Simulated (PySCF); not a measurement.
Species: C6H12O.
SMILES with atom numbers: `[CH3:1]/[CH:2]=[C:3](/[CH3:4])[CH2:5][O:6][CH3:7]` (hydrogens: H8, H9, H10 on C1; H11 on C2; H12, H13, H14 on C4; H15, H16 on C5; H17, H18, H19 on C7)

Geometry (GFN2-xTB, Å), atoms numbered from 1 in this order:
```
atom  x, y, z in Å
C1    -1.2635    1.9158   -0.0059
C2    -1.3313    0.4717   -0.3836
C3    -0.6124   -0.5407    0.0865
C4    -0.8041   -1.9452   -0.4062
C5     0.4863   -0.4244    1.1171
O6     1.7639   -0.7292    0.5853
C7     2.2291    0.2280   -0.3302
H8    -1.1572    2.5279   -0.9012
H9    -0.4370    2.1354    0.6623
H10   -2.1916    2.2111    0.4845
H11   -2.0886    0.2532   -1.1283
H12   -1.2225   -2.5642    0.3879
H13    0.1606   -2.3694   -0.6806
H14   -1.4696   -1.9802   -1.2649
H15    0.3272   -1.1712    1.9008
H16    0.5053    0.5703    1.5813
H17    1.5541    0.3274   -1.1880
H18    3.2032   -0.1180   -0.6708
H19    2.3384    1.2110    0.1464
```

The closed-shell ground state was solved at several levels (PySCF, density fitting, gas phase, non-relativistic).

| level | basis functions | HOMO (eV) | LUMO (eV) | gap (eV) | dipole (D) |
| --- | --- | --- | --- | --- | --- |
| PBE0/pcSseg-1 | 179 | -6.99 | 0.53 | 7.52 | 1.44 |
| PBE0/def2-SVPD | 239 | -7.02 | 0.38 | 7.40 | 1.43 |

Task: Estimate the row for wB97X-D/def2-SVPD, a basis of 239 functions; the other rows only guide the guess.

Result: HOMO -8.85 eV, LUMO 2.17 eV, gap 11.02 eV, dipole 1.45 D.

Task: Over all these levels, which gives the widest orbital gap and which the narrowest?

Result: wB97X-D/def2-SVPD (range-separated hybrid) has the widest, 11.02 eV, and PBE0/def2-SVPD (global hybrid, 25 % exact exchange) the narrowest, 7.40 eV. The two share the basis. From the narrowest to the widest the HOMO moves by -1.83 eV and the LUMO by +1.79 eV.

Task: How far do the dipole and the HOMO energy spread over the levels?

Result: The dipole runs from 1.43 to 1.45 D (mean 1.44 D) and the HOMO from -8.85 to -6.99 eV.

One conformer stands for the species.
